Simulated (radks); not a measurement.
The numbers below are computed, except where a source is named.
Excited configurations of Tm3+: one electron is placed in a higher orbital outside [Xe] 4f11. The ground configuration is [Xe] 4f12. Level of theory: scalar-relativistic Kohn-Sham, LDA (Slater exchange, Perdew-Wang correlation), spin-polarised, spherical densities, finite nucleus; open shells are filled with parallel spins first (spin-orbit coupling, left out, can overturn this in heavy ions); Fermi nuclear charge, rms radius 5.2256 fm (a radial shooting solver on a logarithmic mesh with Libxc functionals). Excitation = E - E(ground); binding = E(ion) - E, where the ion is the core of charge +4; n* = 4/sqrt(2 binding) in atomic units, and the quantum defect is n - n*.

| outer orbital | excitation (eV) | binding (eV) | n* | quantum defect | eigenvalue (eV) |
|---|---|---|---|---|---|
| 5f | 30.889 | 14.446 | 3.882 | 1.118 | -12.195 |
| 6s | 14.534 | 30.802 | 2.658 | 3.342 | -27.298 |
| 6p | 21.132 | 24.203 | 2.999 | 3.001 | -21.378 |
| 6d | 29.142 | 16.194 | 3.666 | 2.334 | -14.241 |
| 6f | 35.868 | 9.468 | 4.795 | 1.205 | -8.260 |
| 7s | 29.132 | 16.204 | 3.665 | 3.335 | -14.537 |
| 7p | 31.726 | 13.610 | 3.999 | 3.001 | -12.165 |
| 7f | 38.728 | 6.608 | 5.740 | 1.260 | -5.864 |

The Delta-SCF ionisation energy is 45.335 eV (NIST Atomic Spectra Database: 42.41 eV, semi-empirical). Self-interaction in the functional shifts the binding energies and quantum defects, so they are the method's values and not measured ones. Open shells are spherical and high-spin; term and fine-structure splittings are not resolved. Spin-orbit splitting is averaged out at the scalar-relativistic level.
